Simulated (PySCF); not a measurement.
Worked example: entropy of an ideal gas

C₃H₃, SMILES [CH][C][CH2+] (connectivity only; charge and spin as stated), charge +1, multiplicity 1.

Coordinates come from a B3LYP-D3(BJ)/def2-TZVP optimisation.

B3LYP-D3(BJ)/def2-TZVP (PySCF) gives the harmonic wavenumbers 274, 324, 633, 910, 1035, 1129, 1151, 1475, 2134, 3102, 3200, 3365 cm⁻¹ and the rotational temperatures 13.7248, 0.4669, 0.4515 K. The molar mass is 39.06 g/mol, the symmetry number 2, the spin multiplicity 1.

Q: Work out the entropy at 298.15 K and 1 atm in the rigid-rotor, harmonic-oscillator model.

A: 
Translation (Sackur–Tetrode at 1 atm): S = R[1.5 ln M + 2.5 ln T − 1.16487] = 154.5 J/(mol K).
Rotation: q = (√π/σ) T^1.5/√(θA θB θC) = 2680, S = R[ln q + 3/2] = 78.1 J/(mol K).
Vibration: with u = 1.4388 ν/T, each mode gives R[u/(e^u − 1) − ln(1 − e^−u)]:
```json
[
 {"ν (cm⁻¹)": "274", "modes": "1", "u": "1.32", "S (J/(mol K))": "6.57"},
 {"ν (cm⁻¹)": "324", "modes": "1", "u": "1.56", "S (J/(mol K))": "5.40"},
 {"ν (cm⁻¹)": "633", "modes": "1", "u": "3.05", "S (J/(mol K))": "1.66"},
 {"ν (cm⁻¹)": "910", "modes": "1", "u": "4.39", "S (J/(mol K))": "0.56"},
 {"ν (cm⁻¹)": "1035", "modes": "1", "u": "4.99", "S (J/(mol K))": "0.34"},
 {"ν (cm⁻¹)": "1129", "modes": "1", "u": "5.45", "S (J/(mol K))": "0.23"},
 {"ν (cm⁻¹)": "1151", "modes": "1", "u": "5.55", "S (J/(mol K))": "0.21"},
 {"ν (cm⁻¹)": "1475", "modes": "1", "u": "7.12", "S (J/(mol K))": "0.05"}
]
```
The stiffer modes add less than 0.005 each. Sum 15.0 J/(mol K).
Spin: R ln 1 = 0.0 J/(mol K).
Total 247.6 J/(mol K); the program's own thermochemistry gives 247.6. Translation makes up 62 % and vibration 6 %. Anharmonicity, hindered rotation and orbital degeneracy are left out.
